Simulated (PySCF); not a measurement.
**Telling isomers of CH11NSi3 apart by NMR**

- geometry: GFN2-xTB
- shieldings: GIAO PBE0/pcSseg-1
- code: PySCF 2.14.0 with density-fitted response routines
- single conformer, no solvent model, non-relativistic Hamiltonian, fast rotation and ring inversion assumed for equivalent nuclei

Scale: TMS for $^{1}$H (31.72 ppm), $^{13}$C (186.93 ppm) (reference shieldings calculated alike). Where no couplings were computed, multiplicities follow the n + 1 count of equivalent neighbours, and m marks all less simple cases (inequivalent or close neighbours, rings, F or P nearby). Shifts are as computed. Against solution values, carbons near 30 ppm lie about +3 ppm off and those near 130 ppm about +5 ppm. Of 1309 compounds with measured shifts, 239 miss one by over three times the rms of a fit or turn the order of signals round; such compounds aren't used in these exercises. OH and NH positions are gas-phase values without hydrogen bonding to other molecules.

(1) Tabulate the signals of `C[SiH2][Si@@H](N)[SiH3]`, `CN([SiH3])[SiH2][SiH3]`, `C[Si@H]([SiH3])N[SiH3]`, `[SiH3]CN([SiH3])[SiH3]` and their relative energies.

(2) What is the quickest way to tell C[Si@H]([SiH3])N[SiH3] from [SiH3]CN([SiH3])[SiH3]?

(3) What is the quickest way to tell C[SiH2][Si@@H](N)[SiH3] from [SiH3]CN([SiH3])[SiH3]?

(4) What is the quickest way to tell C[SiH2][Si@@H](N)[SiH3] from C[Si@H]([SiH3])N[SiH3]?

Results:

(1) 
```json
{"SMILES": "C[SiH2][Si@@H](N)[SiH3]", "carbon types": "1×CH3", "δC": "-10.0", "δH": "5.51 (m, 1H), 4.12 (m, 1H), 3.89 (m, 1H), 3.47 (d, 3H), 0.29 (m, 3H), -0.29 (br s, 2H)", "E rel. (kcal/mol)": "9.2"}
{"SMILES": "CN([SiH3])[SiH2][SiH3]", "carbon types": "1×CH3", "δC": "38.4", "δH": "5.19 (q, 2H), 4.65 (s, 3H), 3.36 (t, 3H), 2.78 (s, 3H)", "E rel. (kcal/mol)": "18.7"}
{"SMILES": "C[Si@H]([SiH3])N[SiH3]", "carbon types": "1×CH3", "δC": "-0.3", "δH": "5.42 (m, 1H), 4.75 (s, 3H), 3.41 (d, 3H), 0.37 (d, 3H), -0.75 (br s, 1H)", "E rel. (kcal/mol)": "0.0"}
{"SMILES": "[SiH3]CN([SiH3])[SiH3]", "carbon types": "1×CH2", "δC": "36.7", "δH": "4.77 (s, 6H), 3.91 (t, 3H), 3.03 (q, 2H)", "E rel. (kcal/mol)": "24.0"}
```

Energies are electronic energies at PBE0/pcSseg-1 on these geometries, without zero-point or thermal terms, each for the one conformer computed, which needn't be the lowest.

(2) Both give the same number of carbon signals, but DEPT or the intensities differ. The first has a methyl carbon bonded to Si (CH3) at -0.3 ppm, the second an sp3 CH2 bonded to N and Si at 36.7 ppm. In the proton spectra the most deshielded non-exchanging signals are 5.42 (m, 1H) and 4.77 (s, 6H).

(3) Both give the same number of carbon signals, but DEPT or the intensities differ. The first has a methyl carbon bonded to Si (CH3) at -10.0 ppm, the second an sp3 CH2 bonded to N and Si at 36.7 ppm. In the proton spectra the most deshielded non-exchanging signals are 5.51 (m, 1H) and 4.77 (s, 6H).

(4) Both give the same number of carbon signals, with the same numbers of each carbon type, so the positions decide. The first has a methyl carbon bonded to Si (CH3) at -10.0 ppm, the second a methyl carbon bonded to Si (CH3) at -0.3 ppm.
